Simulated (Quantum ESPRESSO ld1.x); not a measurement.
Values are calculated unless marked as measured or tabulated.
Problem. The mean radii <r> (bohr) of the occupied orbitals of an atom or ion are listed with their occupations. Level of theory: Dirac Kohn-Sham, LDA (Slater exchange, Perdew-Zunger correlation), spin-unpolarised, spherical densities, point nucleus (ld1.x of Quantum ESPRESSO 7.5).

| orbital | occ. | <r> |
|---|---|---|
| 1s1/2 | 2 | 0.1294 |

Name the element and its charge. Open shells, if any, fill j = l - 1/2 first.

Solution. Z = 12, magnesium, charge +10: Mg10+ in [He]. The 1s radius gives Z: for a bare nucleus <r> = (2 gamma + 1)/(2Z) with gamma = sqrt(1 - (Z/c)^2), 0.1247 bohr for Z = 12, and screening makes it slightly larger (0.1294 here). The occupations add up to 2, and the charge is Z minus that.
